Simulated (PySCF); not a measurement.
Two-component Hartree-Fock for Nd²³⁺ (neodymium, charge +23)

Start: [Kr] 4d1; 4d3/2 filled at m_j = +3/2. Calculated with PySCF 2.14 in an even-tempered Gaussian basis (17 s from 1.7 bohr⁻², ratio 2.8; 14 p from 2.2 bohr⁻², ratio 2.8; 9 d from 2.2 bohr⁻², ratio 2.8; 4 f from 7.6 bohr⁻², ratio 3): generalised Hartree-Fock with the X2C-1e Hamiltonian and a Gaussian nucleus; spin-orbit coupling (SO) screened by Boettger's factors.

| spinor shell | electrons | ε, screened SO (eV) | weight of nominal j (screened SO) | rms radius, screened SO (bohr) |
| --- | --- | --- | --- | --- |
| 1s1/2 | 2 | -44468.7 | 1.000 | 0.0269 |
| 2s1/2 | 2 | -7883.5 | 1.000 | 0.109 |
| 2p1/2 | 2 | -7482.4 | 1.000 | 0.0938 |
| 2p3/2 | 4 | -6957.0 | 1.000 | 0.0997 |
| 3s1/2 | 2 | -2270.9 | 1.000 | 0.282 |
| 3p1/2 | 2 | -2100.1 | 1.000 | 0.273 |
| 3p3/2 | 4 | -1990.6 | 1.000 | 0.285 |
| 3d3/2 | 4 | -1697.2 | 1.000 | 0.256 |
| 3d5/2 | 6 | -1672.5 | 1.000 | 0.260 |
| 4s1/2 | 2 | -924.82 | 1.000 | 0.599 |
| 4p1/2 | 2 | -851.61 | 0.999 | 0.612 |
| 4p3/2 | 4 | -818.77 | 0.999 | 0.635 |
| 4d3/2 | 1 | -714.79 | 1.000 | 0.639 |

| quantity | screened SO |
| --- | --- |
| E (hartree) | -9390.06206 |
| M_J | 3/2 |
| ⟨J²⟩ | 3.752 |
| ⟨L²⟩ | 6.036 |
| ⟨S²⟩ | 0.783 |

Each row is a mean over spinors that exchange with the open shell spreads, by up to 9.623 eV (4p1/2).

Breit and QED terms are absent; they matter most for the inner s and p1/2 levels.

Densities and radii are taken from the X2C orbitals without a picture-change correction, which distorts them close to the nucleus.
